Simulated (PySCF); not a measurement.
## Converging RbSr in the basis (PBE0)

PySCF, UKS reference; doublet, unpaired electrons σ ↑; De to Rb + Sr without counterpoise correction.

| basis | relativity | functions | Re (Å) | ωe (cm⁻¹) | De (eV) | μ (D) |
| --- | --- | --- | --- | --- | --- | --- |
| def2-SVP | scalar-relativistic core potentials | 47 | 4.689 | 42.2 | 0.17 | -1.78 |
| def2-SVPD | scalar-relativistic core potentials | 53 | 4.689 | 42.2 | 0.17 | -1.79 |
| x2c-TZVPall | spin-free X2C | 126 | 4.637 | 44.4 | 0.20 | -2.07 |

How does each smaller set differ from the one with most functions, x2c-TZVPall?

def2-SVP: +5.2 pm, -5.0 % in ωe, -0.03 eV in De; def2-SVPD: +5.2 pm, -5.0 % in ωe, -0.03 eV in De. All at PBE0; the set with most functions is neither the basis-set limit nor always the best. The rows treat relativity differently, so the differences are not basis effects alone.

A positive dipole means Rb(−)Sr(+). The bond is weak. Basis-set superposition, not corrected here, can be much of De in a small basis, most of all at correlated wavefunction levels. Functionals without a dispersion term scatter widely for such bonds, and LDA overbinds them. Spin–orbit coupling is left out. The state is the lowest determinant that a PBE0 search found; another state may lie lower at other levels.
